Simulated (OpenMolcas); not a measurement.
## Fe V: effect of the basis set

```json
{
  "Program": "OpenMolcas 26.06",
  "Method": "RASSCF",
  "Active space": "10 electrons in 8 orbitals (RAS1 3p, at most 2 holes; RAS2 3d)",
  "State averaging": "2S+1 = 5 even, 5 roots; 2S+1 = 3 even, 45 roots; 2S+1 = 1 even, 44 roots",
  "Spin-orbit coupling": "state interaction with AMFI integrals over the reference wave functions, term energies averaged over their components"
}
```

A. ANO-RCC-VTZP [6s5p3d2f1g], DKH2, point nucleus; cost of the order of 60 core-seconds
B. ANO-R2 [6s5p4d2f1g], X2C, finite nucleus; cost of the order of 70 core-seconds
C. ANO-RCC-VQZP [7s6p4d3f2g1h], DKH2, point nucleus; cost roughly 40 core-seconds

Energies in cm-1 above 3d4 5D0, the measured ground level; measured values from Corliss and Sugar, J. Phys. Chem. Ref. Data 11, 135 (1982).

```json
{"Level": "3d4 5D0", "A": "0.0", "B": "0.0", "C": "0.0", "Measured": "0.0"}
{"Level": "3d4 5D1", "A": "158", "B": "151", "C": "151", "Measured": "142"}
{"Level": "3d4 5D2", "A": "464", "B": "442", "C": "443", "Measured": "417"}
{"Level": "3d4 5D3", "A": "900", "B": "859", "C": "860", "Measured": "803"}
{"Level": "3d4 5D4", "A": "1448", "B": "1384", "C": "1386", "Measured": "1283"}
{"Level": "3d4 3P0(1)", "A": "25103", "B": "25255", "C": "25344", "Measured": "24055"}
{"Level": "3d4 3P1(1)", "A": "26037", "B": "26150", "C": "26238", "Measured": "24973"}
{"Level": "3d4 3P2(1)", "A": "27646", "B": "27701", "C": "27787", "Measured": "26468"}
{"Level": "3d4 3H4", "A": "28997", "B": "29148", "C": "29247", "Measured": "24932"}
{"Level": "3d4 3H5", "A": "29358", "B": "29491", "C": "29589", "Measured": "25226"}
{"Level": "3d4 3F2(1)", "A": "29590", "B": "29709", "C": "29808", "Measured": "26761"}
{"Level": "3d4 3H6", "A": "29733", "B": "29851", "C": "29949", "Measured": "25528"}
{"Level": "3d4 3F3(1)", "A": "29751", "B": "29866", "C": "29964", "Measured": "26842"}
{"Level": "3d4 3F4(1)", "A": "29968", "B": "30075", "C": "30173", "Measured": "26974"}
{"Level": "3d4 3G3", "A": "34579", "B": "34718", "C": "34832", "Measured": "29817"}
{"Level": "3d4 3G4", "A": "34972", "B": "35095", "C": "35209", "Measured": "30147"}
{"Level": "3d4 3G5", "A": "35341", "B": "35451", "C": "35564", "Measured": "30430"}
{"Level": "3d4 1G4(1)", "A": "41521", "B": "41679", "C": "41825", "Measured": "36586"}
{"Level": "3d4 3D3", "A": "42478", "B": "42616", "C": "42754", "Measured": "36630"}
{"Level": "3d4 3D2", "A": "42577", "B": "42712", "C": "42850", "Measured": "36758"}
{"Level": "3d4 3D1", "A": "42738", "B": "42864", "C": "43002", "Measured": "36925"}
{"Level": "3d4 1I6", "A": "43750", "B": "43948", "C": "44106", "Measured": "37512"}
{"Level": "3d4 1S0", "A": "44585", "B": "44736", "C": "44894", "Measured": "39633"}
{"Level": "3d4 1D2", "A": "49853", "B": "50017", "C": "50189", "Measured": "46291"}
```

Deviations, from unrounded energies. A percentage is the sum of absolute deviations over the sum of measured energies, with the sign that they share, or ± where signs differ.

```tsv
Against measurement	Levels	A	B	C
mean absolute deviation (cm-1)	23	3300	3400	3500
fine structure of the ground term (%)	4	+12.3	+7.2	+7.4
other terms of the ground configuration (%)	19	+12.8	+13.3	+13.6
```

A, B lie about equally close to measurement and C furthest from it. The largest miss of A in the table is 3d4 1I6, by +6200 cm-1. The ranking rests on the paired levels alone, and a cruder setting can come out closer through cancelling errors.

Among A to C the level of the table that moves most is 3d4 1I6, by 360 cm-1 (lowest in A, highest in C).

Without dynamic correlation excited terms often stand tens of per cent too high (terms of higher spin than the ground term too low), and those without a measured partner can miss by more than the paired ones. Active for correlation alone: 3p; no level in the range computed is led by a configuration that opens it, so any true level of that kind is missing. Some levels mix across a computed gap that differs much from the measured one, so their mixing is not that of the real levels (holds for A). Measured partners are found by configuration, term and J. A level has none where our copy of the source lacks it or the pairing is in doubt (some pairs that miss far off the trend of their configuration count as doubtful), and it then counts in no deviation. Levels of configurations outside the active space are missing. Levels that lie high or do not pair safely by name in every column are left out.

A number in round brackets counts repeated terms of one configuration in the order of the reference energies.
